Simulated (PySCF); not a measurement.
SMILES OCCC(OC)=O (GFN2-xTB optimised geometry):

```
15

C      1.251     1.330    -0.055
O      0.624     0.056     0.000
C     -0.711     0.056     0.000
O     -1.385     1.051     0.000
C     -1.256    -1.357    -0.014
C     -1.055    -1.980    -1.405
O     -1.582    -1.195    -2.440
H      1.018     1.823    -1.000
H      2.319     1.147     0.028
H      0.902     1.959     0.767
H     -2.319    -1.316     0.231
H     -0.729    -1.959     0.725
H      0.012    -2.072    -1.619
H     -1.505    -2.985    -1.412
H     -2.495    -0.964    -2.231
```

Level of theory: PySCF 2.14.0 with PBE0/def2-TZVP.

Task: What are the frontier orbital energies and the dipole moment?

Result: HOMO-2 -8.81 eV, HOMO-1 -8.28 eV, HOMO -7.78 eV, LUMO 0.27 eV, LUMO+1 1.12 eV; dipole moment 1.96 D.

On the same geometry PBE/def2-TZVP (PySCF 2.14.0) gives HOMO-2 -7.29 eV, HOMO-1 -6.55 eV, HOMO -6.13 eV, LUMO -0.83 eV, LUMO+1 0.22 eV; dipole moment 1.84 D.

Meta-Löwdin charges at PBE0/def2-TZVP: C1 -0.14, O2 -0.34, C3 0.52, O4 -0.47, C5 -0.27, C6 0.01, O7 -0.54, H8 0.13, H9 0.13, H10 0.13, H11 0.13, H12 0.14, H13 0.13, H14 0.10, H15 0.34.
